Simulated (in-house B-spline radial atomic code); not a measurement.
The numbers below are computed, except where a source is named.
He in an electron gas of r_s = 3: phase shifts, screening, friction and resistivity

A nucleus sits in a uniform electron gas with a rigid positive background. The Kohn-Sham equations are solved self-consistently in the spin-unpolarised LDA (PW92), non-relativistic, on B-splines with outgoing waves at the boundary and partial waves to l = 8. The model has no lattice, no bands and no magnetic solution. Atomic units; δ_l are the phase shifts at the Fermi level, counted so that each bound state adds π, and good to about 0.0005.

The density parameter is r_s = 3 bohr, near that of the valence electrons of Ag (1 per atom, density 10.5 g/cm³, mass 107.87 u, which gives r_s = 3.02).

```
l  δ_l (rad)
0     2.3628
1     0.2168
2     0.0246
3     0.0006
4    -0.0001
5    -0.0002
6    -0.0001
7    -0.0001
8    -0.0001
```

Bound levels below the band bottom (hartree): s -0.4089.

Problem. Check the Friedel sum rule, and say where the screening charge sits.

Solution. k_F = (9π/4)^(1/3)/r_s = 0.63972. The rule is Z = (2/π) Σ (2l + 1) δ_l. The terms are s 1.504, p 0.414, d 0.078, f 0.003 and -0.005 beyond, in all 1.994 against Z = 2. Bound states hold 2 s, 0 p, 0 d electrons, so the scattering states carry -0.01 in all; where a term is smaller than its bound count, the bound level has drawn weight out of the band.

Problem. Find the transport cross section and the electronic stopping of a 1 keV He ion (mass 4.0 u).

Solution. σ_tr = (4π/k_F²) Σ (l + 1) sin²(δ_l − δ_(l+1)). The terms for l = 0 to 3 are 0.7041, 0.0730, 0.0017, 0.0000, all together 0.7788, so σ_tr = 30.707 × 0.7788 = 23.913 bohr². With n = 3/(4π r_s³) = 0.008842, the friction coefficient is Q = n k_F σ_tr = 0.1353. For v well below v_F = 0.640, dE/dx = Q v; with 24801 eV per u at v = 1, v = √(1000/(24801 × 4.0)) = 0.1004, so dE/dx = 0.01358 hartree/bohr = 6.98 eV/nm. The largest term couples the s and p waves.

Problem. What residual resistivity would 1 atomic per cent of such centres give in Ag?

Solution. Δρ = k_F n_i σ_tr/n in atomic units of 21.74 μΩ·cm. With one host atom per 1 electron, n_i/n = 0.01/1, so Δρ = 0.6397 × 0.01000 × 23.913 × 21.74 = 3.33 μΩ·cm. This is an atom added to the gas, as on an interstitial site.

Problem. On a substitutional site the background of one host ion, a sphere holding 1 charge, is taken out. The phase shifts for l = 0 to 4 become 2.0595, -0.1126, -0.0258, -0.0031, -0.0002. What follows?

Solution. The Friedel sum is now 1.00, for Z − 1 = 1. The sum in σ_tr is 0.6966, so σ_tr = 21.39 bohr² and Δρ = 2.97 μΩ·cm per atomic per cent, 0.89 times the value above. A real host ion scatters too, so this model doesn't give zero even for the host's own atom.
